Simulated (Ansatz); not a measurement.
**Question.** Name a neutral molecule of B, Ge, N, Se and H with HOMO–LUMO gap (B3LYP/def2-TZVPP) between 5.45 and 5.75 eV and size of the dipole moment (PBE/def2-TZVPP) between 0.90 and 1.20 D (Ansatz, PBE0-D4/def2-TZVP geometry).

**Answer.** `B[Se][GeH2][NH2]` (5.70 eV, 1.15 D). Other molecules can fit too; these were computed, each in one conformer that needn't be the lowest.

B3LYP here is the variant with VWN-RPA as its local correlation; programs differ in this.
